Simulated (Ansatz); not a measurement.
Rs-LiCl: binding per atom (eV) at several levels, gas phase, relaxed structures; Ansatz. Binding counts from free atoms in the multiplicity of their measured ground term, without zero-point energy. The structures are stationary points that may keep the symmetry of their start. Correlated methods freeze inner cores and use unrestricted references for open shells.

```tsv
species	state	geometry	PBE-D4/def2-SVP	PBE-D4/def2-TZVP	r2SCAN-D4/def2-TZVP	PBE0-D4/def2-SVP	PBE0-D4/def2-TZVP	MP2/def2-SVP
2x2x4 LiCl rock-salt block, 2x2x4	singlet	PBE0-D4/def2-SVP	3.40	3.23	3.27	3.38	3.22	3.24
2x3x3 LiCl rock-salt block, 2x3x3	singlet	PBE-D4/def2-SVP	3.42	3.24	3.29	3.40	3.23	3.26
```

(1) Estimate the rows for 1x4x4 LiCl rock-salt block, 1x4x4 (singlet, PBE0-D4/def2-SVP geometry).

(1) 
```csv
species,state,geometry,PBE-D4/def2-SVP,PBE-D4/def2-TZVP,r2SCAN-D4/def2-TZVP,PBE0-D4/def2-SVP,PBE0-D4/def2-TZVP,MP2/def2-SVP
"1x4x4 LiCl rock-salt block, 1x4x4",singlet,PBE0-D4/def2-SVP,3.32,3.17,3.20,3.30,3.15,3.16
```
